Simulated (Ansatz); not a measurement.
`C=C(Cl)CF` + `B[SeH]` → `B[Se]CF` + `C=CCl`  (substitution at a C–C bond)

Calculated with Ansatz (gas phase, PBE0-D4/def2-TZVP geometries, no zero-point term in ΔE). CCSD(T)/CBS is the MP2 limit (def2-TZVPP, def2-QZVPP) plus CCSD(T) − MP2 in def2-TZVPP, frozen cores. This one scheme is used for every species. DFT in def2-TZVPP. For Se outer-core shells are correlated without core-valence functions, which leaves a few kJ/mol of doubt a bond. Scalar relativity is left out up to krypton. Each species was taken in one conformer, which may not be the lowest.

CCSD(T)/CBS gives +0.24 eV.

Q: Another level gave +0.25 eV. Which?
A. PBE-D4/def2-TZVPP
B. HF/def2-TZVPP
C. PBE0-D4/def2-TZVPP
D. BLYP/def2-TZVPP

A: C. PBE0-D4 0.25, HF/def2-TZVPP 0.31, BLYP 0.15, PBE-D4 0.19 eV.

Largest T1 diagnostic among the species: 0.013.

Leaving LDA and LC-ωPBE aside and taking each functional with its dispersion term where it has one, the values, not all of them listed here, spread over 0.12 eV, from BLYP-D4 to B97M-V. LDA lies +0.13 eV from PBE without D4. From PBE to PBE0 (25 % exact exchange), in def2-TZVPP and without D4, ΔE moves by +0.06 eV.
